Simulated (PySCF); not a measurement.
**Adding and removing an electron: TeH**

PBE; PySCF, scalar-relativistic core potentials, basis sets Te aug-cc-pVDZ-PP with ECP28, H aug-cc-pVDZ. Neutral (UKS): doublet (π ↑), Re = 1.683 Å, ωe = 2063 cm⁻¹, De = 2.95 eV, HOMO -5.34 eV, LUMO -5.29 eV.

TeH⁺ (UKS): triplet (π ↑↑), Re = 1.696 Å, ωe = 2030 cm⁻¹, De = 2.83 eV to Te⁺ + H. The energies at the minima are -268.57381 hartree for TeH and -268.24986 for TeH⁺.

(1) Work out the adiabatic ionisation energy, without and with harmonic zero-point energies (1 hartree = 27.2114 eV, 1 eV = 8065.5 cm⁻¹), and the change of the bond length.

TeH⁻ (UKS): singlet (closed shell), Re = 1.690 Å, ωe = 1994 cm⁻¹, De = 3.14 eV to Te⁻ + H. The energies at the minima are -268.57381 hartree for TeH and -268.65677 for TeH⁻.

(2) Work out the adiabatic electron affinity, without and with harmonic zero-point energies (1 hartree = 27.2114 eV, 1 eV = 8065.5 cm⁻¹), and the change of the bond length.

Spin–orbit coupling is left out, which matters for elements this heavy, above all for dissociation energies. For an ion De counts to the pair picked by the measured ionisation energies or electron affinities, which need not be the lowest pair at this level. The highest Kohn–Sham level is positive in this anion. Much of that is self-interaction error, but it also means that the finite basis helps to hold the extra electron. States were picked by a PBE0 search and need not be the measured ground states.

## Answers

(1) At PBE: 0.32395 hartree = 8.815 eV between the minima; the zero-point term (2030.0 − 2063.0)/2 cm⁻¹ = -0.002 eV makes it 8.813 eV. Re changes by +1.3 pm against the neutral. The electron leaves a π orbital, which is non-bonding in a hydride.

(2) At PBE: 0.08296 hartree = 2.257 eV between the minima; the zero-point term (2063.0 − 1994.0)/2 cm⁻¹ = +0.004 eV makes it 2.262 eV. Re changes by +0.7 pm against the neutral. The electron enters a π orbital, which is non-bonding in a hydride.
